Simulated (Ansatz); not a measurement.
System: sum formula AlOF2H, net charge 0, singlet state. 
Coordinates optimised at B3LYP-D3(BJ)/def2-TZVP (Ansatz, a first-principles code):
SMILES: [Al]([F])([F])[OH]
```xyz
5

O      1.6043    -0.4426     0.0146
Al    -0.0158    -0.0052    -0.0007
F     -1.1540    -1.1796    -0.0993
F     -0.5081     1.5604     0.0797
H      2.3301     0.1804     0.0700
```
Charge 0, spin multiplicity 1.

Basis-set convergence of Hartree-Fock and CCSD correlation energies (hartree) with Ansatz. Correlated levels leave the core frozen unless marked. No spin-orbit coupling. No relativistic terms.

| basis | functions | E(HF) | E(corr, CCSD) |
|---|---|---|---|
| aug-cc-pV(D+d)Z | 110 | -516.50838 | -0.68347 |
| aug-cc-pV(T+d)Z | 216 | -516.59192 | -0.84141 |
| aug-cc-pV(Q+d)Z | 375 | -516.61589 | -0.89841 |

Extrapolating the two largest sets (X = 3 and 4) as X^-3: E(corr) = (64·(-0.89841) - 27·(-0.84141))/37 = -0.9400 Eh, an estimate of the basis-set limit. The largest set recovers 95.6 % of it, the smallest 72.7 %.
